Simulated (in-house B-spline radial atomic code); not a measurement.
# Ionising Ce VII (Ce6+) with different functionals

Computed with a radial B-spline atomic code at the basis-set limit: four-component Dirac-Coulomb Hamiltonian, Fermi nucleus of rms radius 4.8771 fm, spin-restricted, spherical fractional occupations for the functionals, and exact exchange of hybrids averaged over the configuration. The ionisation energy is the difference of two self-consistent energies, [Kr] 4d10 5s2 5p4 → [Kr] 4d10 5s2 5p3, without Breit or QED terms; ε is the level of the shell that loses the electron (mean over j). The electron is taken from both j subshells in proportion to 2j + 1, so the result is a j average, not the step between ground levels.

```json
{"method": "B97-1", "rung": "global hybrid", "ΔSCF (eV)": "94.07", "-ε(5p) (eV)": "88.62"}
{"method": "BHandHLYP", "rung": "global hybrid", "ΔSCF (eV)": "94.01", "-ε(5p) (eV)": "90.69"}
{"method": "HSE06", "rung": "range-separated hybrid", "ΔSCF (eV)": "94.08", "-ε(5p) (eV)": "88.51"}
{"method": "CAM-B3LYP", "rung": "range-separated hybrid", "ΔSCF (eV)": "94.18", "-ε(5p) (eV)": "90.50"}
```

Q: Among the functionals, which spreads more, the ΔSCF values or the orbital energies?

A: The orbital energies: ΔSCF values span about 0.18 eV and the orbital energies 2.18 eV; here energy differences depend much less on the functional than eigenvalues do.

Q: How do they compare with the NIST value?

A: NIST lists 91 eV ± 2 (tabulated theory, ground level to ground level). Errors run from +3.01 to +3.18 eV; all lie within about twice that uncertainty, so the table can't rank the methods.
